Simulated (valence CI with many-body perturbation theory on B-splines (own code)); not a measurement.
## Questions on Re68+

Level of theory: relativistic CI+MBPT: five valence electrons over a frozen Dirac-Fock core [He], a basis of 9 s, 9 p, 8 d, 6 f, 3 g, 1 h functions for each j, with the one-electron correlation potential Σ1 (screened to all orders), the two-electron term Σ2, the three-electron term Σ3, Breit, model QED; selected single and double excitations, second order for the rest, scaled by the run's own slope (own B-spline code, finite nucleus).

No measured spectrum was set against this ion. As an estimate, large intervals hold to a few tenths of a per cent, small ones and those within an open d or f shell to about a per cent. Among the levels kept, up to 3900 cm⁻¹ of a level comes from second order outside the variational space, and about a tenth of that is noise between levels of different J, which matters for small intervals.

Levels are named by their leading jj configuration (3d3/2^4 stands for four electrons in 3d with j = 3/2), which in mixed levels can hold well under half, so a name can repeat and another be missing.

Rates and lifetimes use the calculated energies. Strong lines usually hold to 10 to 20 %, long lifetimes can be off by a factor of two.

Question: What is the ground level?

Answer: (2s^2 2p1/2^2 2p3/2) J=3/2, composition 49 % 2s²2p³ ²P° + 27 % 2s²2p³ ²D° + 24 % 2s²2p³ ⁴S°, g = 1.310.

Question: What are the static dipole polarisabilities of the lowest levels?

Answer: (2s^2 2p1/2^2 2p3/2) J=3/2 6.25e-05 (tensor 1.2e-05) bohr³, of which the core gives 2.05e-07.

Question: Among levels below 11391 eV, which E1 lines absorb most strongly from the ground level?

Answer: to (2s^2 2p1/2^2 3d5/2) J=5/2 at 0.1262 nm, f = 0.549; to (2s^2 2p1/2 2p3/2 3d3/2) J=5/2 at 0.1104 nm, f = 0.508; to (2s^2 2p1/2 2p3/2 3d3/2) J=3/2 at 0.1103 nm, f = 0.302.

Question: What is the ionisation energy?

Answer: 17124 eV; NIST lists 17120 ± 50 eV (theoretical).

Question: Name the longest-lived excited levels whose lifetime is computed, and their main decay.

Answer: (2s^2 2p1/2 2p3/2^2) J=5/2 at 1501 eV lives 194 ps, mostly by M1 to (2s^2 2p1/2^2 2p3/2) J=3/2; (2s^2 2p1/2 2p3/2^2) J=1/2 at 1555 eV lives 60.1 ps, mostly by M1 to (2s^2 2p1/2^2 2p3/2) J=3/2; (2s^2 2p1/2 2p3/2^2) J=3/2 at 1478 eV lives 33.3 ps, mostly by M1 to (2s^2 2p1/2^2 2p3/2) J=3/2.

Question: Where does the other parity begin?

Answer: At (2s 2p1/2^2 2p3/2^2) J=5/2, 1832 eV.

Question: How well does LS coupling describe the low levels?

Answer: Among the lowest 20 levels the leading LS term, summed over configurations, holds 63 % on average. For single configurations the figures are 63 % in LS and 100 % in jj coupling. Terms mix most in the J = 3/2 level at 9609 eV, where the leading one holds 35 %.
